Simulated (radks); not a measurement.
The iodine anion I-, [Xe], held by a Watson sphere: a shell of charge +1 at radius R that stands for the Madelung well of a crystal (potential energy -1/R inside, -1/r outside, in hartree with lengths in bohr). All-electron calculation, scalar-relativistic Kohn-Sham, PBEsol, spin-polarised, spherical densities, point nucleus. Program: a radial shooting solver on a logarithmic mesh with Libxc functionals. Response by self-consistent Sternheimer equations with the Hartree and adiabatic LDA kernel, the relativistic mass of each level held fixed and spin-orbit coupling left out. The sphere does not respond.

| R (bohr) | e(4d) (eV) | e(5s) (eV) | e(5p) (eV) | <r> 5p (bohr) | sum of <r^2> (bohr^2) | X-ray form factor at sin(theta)/lambda = 0.3 1/angstrom | alpha (bohr^3) |
|---|---|---|---|---|---|---|---|
| 2.58 | -49.461 | -17.653 | -7.569 | 2.485 | 69.18 | 36.597 | 36.56 |
| 2.84 | -49.220 | -17.308 | -7.322 | 2.517 | 70.42 | 36.608 | 39.07 |
| 3 | -49.083 | -17.104 | -7.161 | 2.534 | 71.13 | 36.615 | 40.71 |
| 4.13 | -48.129 | -15.842 | -6.000 | 2.624 | 75.01 | 36.645 | 52.74 |
| 5.22 | -47.264 | -14.883 | -5.038 | 2.666 | 77.07 | 36.652 | 62.82 |
| 5.24 | -47.249 | -14.867 | -5.022 | 2.667 | 77.10 | 36.652 | 62.98 |
| 5.44 | -47.106 | -14.717 | -4.870 | 2.671 | 77.35 | 36.653 | 64.53 |
| 5.9 | -46.798 | -14.396 | -4.546 | 2.680 | 77.82 | 36.653 | 67.75 |
